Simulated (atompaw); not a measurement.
**Tl: one change to a PAW (atompaw) potential, before and after**

thallium (Tl), PAW, made with atompaw 4.2.0.5 (PBE, scalar-relativistic). Core [Kr] 4d10 4f14 5s2, reference 5p6 5d10 6s2 6p1. Waves: 6s (bound): rc 2.45 bohr; 6s channel at 3.75 Ry: rc 2.45 bohr; 5p (bound): rc 1.55 bohr; 6p (bound): rc 2.45 bohr; 5d (bound): rc 2.45 bohr; 5d channel at -0.6 Ry: rc 1.85 bohr. Local part: troulliermartins scheme with l = 3 at 0 Ry, radius 2.35 bohr. Core correction: smooth core density matched at 1.65 bohr. Augmentation charge: besselshape compensation charge, radius 2.20 bohr; PAW radius 2.45 bohr; waves and projectors: custom rrkj gramschmidtortho.

All-electron outer shells of the reference configuration (PBE, scalar-relativistic, ld1.x):

| shell | level (eV) | outermost node (bohr) | outermost maximum (bohr) |
| --- | --- | --- | --- |
| 5s | -131.00 | 0.46 | 0.80 |
| 4f | -114.03 | – | 0.36 |
| 5p | -76.10 | 0.50 | 0.91 |
| 5d | -15.49 | 0.53 | 1.11 |
| 6s | -9.55 | 1.04 | 2.08 |
| 6p | -2.37 | 1.23 | 2.91 |

Change: waves 6s (bound); 6s channel at 3.75 Ry; 5p (bound); 6p (bound); 5d (bound); 5d channel at -0.6 Ry; augmentation besselshape compensation charge, radius 2.20 bohr; PAW radius 2.45 bohr; waves and projectors: bloechl.

Cutoffs: the cutoffs (Ry, on a coarse ladder) from which the occupation-weighted sum of valence levels, in a spherical-Bessel basis at the reference potential, stays within 10 and 1 mRy of its value at 400 Ry; they do not see the model core or the augmentation charge, which bear on the density cutoff.

Q: What does the change do?

A: The potential gets softer (35 Ry and 70 Ry → 35 Ry and 50 Ry); the range in which the s phases agree narrows (upper end at the end of the scan → 1.3); the range in which the d phases agree widens (upper end 1.9 → at the end of the scan); neither file shows a bound ghost.

| quantity | base | changed |
| --- | --- | --- |
| cutoff, loose | 35 Ry | 35 Ry |
| cutoff, tight | 70 Ry | 50 Ry |
| loose cutoff by channel (10 mRy a level) | s 6 Ry, p 30 Ry, d 15 Ry | s 6 Ry, p 30 Ry, d 30 Ry |
| bound ghosts | none | none |
| s: phases at 2.46 bohr within 0.05 rad from the reference energy up to (Ry; the scan ends near 5) | to the end of the scan | 1.3 |
| p: phases at 2.46 bohr within 0.05 rad from the reference energy up to (Ry; the scan ends near 5) | 4.0 | to the end of the scan |
| d: phases at 2.46 bohr within 0.05 rad from the reference energy up to (Ry; the scan ends near 5) | 1.9 | to the end of the scan |
| lowest overlap eigenvalue by channel | s 0.53, p 0.43, d 0.18 | s 0.40, p 0.77, d 1.00 |

 The cutoffs see the waves, projectors and local potential, not the compensation charge or the core.
